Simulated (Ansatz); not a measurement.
`C[SiH](C)[SiH3]` → `C[Si]C` + SiH₄ at 500 K and 1 bar (silylene formation by 1,1-elimination).

Isolated molecules relaxed with PBE0-D4/def2-TZVP in Ansatz; ΔE leaves out vibrations. CCSD(T)/CBS is the MP2 limit (def2-TZVPP, def2-QZVPP) plus CCSD(T) − MP2 in def2-TZVPP, frozen cores. This one scheme is used for every species.

| species | CCSD(T)/CBS energy (Eh) | H − E (kJ/mol) | S (J/(mol·K)) |
| --- | --- | --- | --- |
| `C[SiH](C)[SiH3]` | -660.29548 | 337.2 | 446.4 |
| `C[Si]C` | -368.74530 | 223.0 | 346.4 |
| SiH₄ | -291.46306 | 102.4 | 230.9 |

H − E and S are ideal-gas, rigid-rotor, harmonic terms from PBE0-D4/def2-TZVP, for one conformer and one mirror image of each species. 1 Eh = 2625.50 kJ/mol, R = 8.31446 J/(mol·K).

**Question.** By hand: ΔE, ΔH, ΔS and ΔG.

**Answer.** ΔE = (-368.74530) + (-291.46306) − (-660.29548) = 0.08712 Eh = 228.7 kJ/mol. Δ(H − E) = 223.0 + 102.4 − 337.2 = -11.8, so ΔH = 216.9 kJ/mol. ΔS = 346.4 + 230.9 − 446.4 = 130.9 J/(mol·K). ΔG = 216.9 − 500 × (130.9)/1000 = 151.4 kJ/mol.

**Question.** By hand: the equilibrium constant, and the temperature at which ΔG would vanish if ΔH and ΔS stayed fixed.

**Answer.** log₁₀ K = −ΔG/(RT ln 10) = -15.8. ΔG = 0 at ΔH/ΔS = 1657 K.

The number of gas molecules changes by +1, which sets the sign of ΔS. A doubt of 5 kJ/mol in ΔE shifts log₁₀ K by 0.5 here. Other conformers and mirror images would add mixing entropy, several J/(mol·K) or more a flexible species. These are equilibria of isolated gas molecules and say nothing of rates. Largest T1 diagnostic: 0.012 (customary marks: 0.02 for closed shells, 0.045 for open ones).
